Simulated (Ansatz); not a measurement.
Ansatz (a program for electronic structure) input (B3LYP/def2-SVP):

Ansatz 0.2 input:
```yaml
crystal:
  periodic: [false, false, false]
  atoms:
    - {symbol: F, position_ang: [2.06264300, -1.30199300, -0.05877400]}
    - {symbol: Si, position_ang: [1.42674900, 0.16817200, 0.14547700]}
    - {symbol: Si, position_ang: [-0.87918500, 0.09546900, -0.32648900]}
    - {symbol: F, position_ang: [-1.41075200, 1.59670000, -0.19352600]}
    - {symbol: F, position_ang: [-1.59849700, -0.77894800, 0.79796500]}
    - {symbol: H, position_ang: [2.17707600, 1.09685800, -0.74354700]}
    - {symbol: H, position_ang: [-1.32352400, -0.42966900, -1.63326000]}
basis:
  gaussian:
    orbitals: def2-SVP
hamiltonian:
  xc: {name: B3LYP}
magnetization: {spin_polarized: true, initial_magnetization: 1}
output: {forces: true}
```

Output:

```
Functional definition: B3LYP
integrals: 0.03 GiB planned
819 factors; integrals over basis functions are off by at most 1.2e-3 eV
mean field: 0.54 GiB planned
mean field evaluation 1: about -23927.0653 eV, gradient 3.6e1 eV
mean field evaluation 2: about -23919.7341 eV, gradient 6.1e1 eV
mean field evaluation 4: about -23930.9103 eV, gradient 2.3e0 eV
mean field evaluation 8: about -23930.9531 eV, gradient 9.3e-2 eV
mean field evaluation 16: about -23930.9532 eV, gradient 9.0e-5 eV
mean field -23930.95315269 eV, -879.4463073786 hartree, gradient 2.9e-5 eV, S^2 0.752229; 0 other end points of the search recorded, 0 dependent functions left out
the calculation of the forces begins
reference -23930.95337946 eV, -879.4463157123 hartree; 29, 28 occupied and 59, 60 virtual orbitals, 819 factors
Total energy: -23930.95337946 eV, -879.4463157123 hartree
Atom 0 at     2.062643    -1.301993    -0.058774 Å, force     0.296501    -0.732241    -0.085955 eV/Å
Atom 1 at     1.426749     0.168172     0.145477 Å, force    -0.337850     0.597501     0.196551 eV/Å
Atom 2 at    -0.879185     0.095469    -0.326489 Å, force     0.657055    -0.290202    -0.586613 eV/Å
Atom 3 at    -1.410752     1.596700    -0.193526 Å, force    -0.267382     0.855944     0.084361 eV/Å
Atom 4 at    -1.598497    -0.778948     0.797965 Å, force    -0.390282    -0.500039     0.669482 eV/Å
Atom 5 at     2.177076     1.096858    -0.743547 Å, force     0.063478     0.136587    -0.100053 eV/Å
Atom 6 at    -1.323524    -0.429669    -1.633260 Å, force    -0.021520    -0.067549    -0.177773 eV/Å
Dipole moment:     0.128198     0.127358    -0.154798 e Å
```

The geometry given is a B3LYP-D3(BJ)/def2-TZVP minimum.
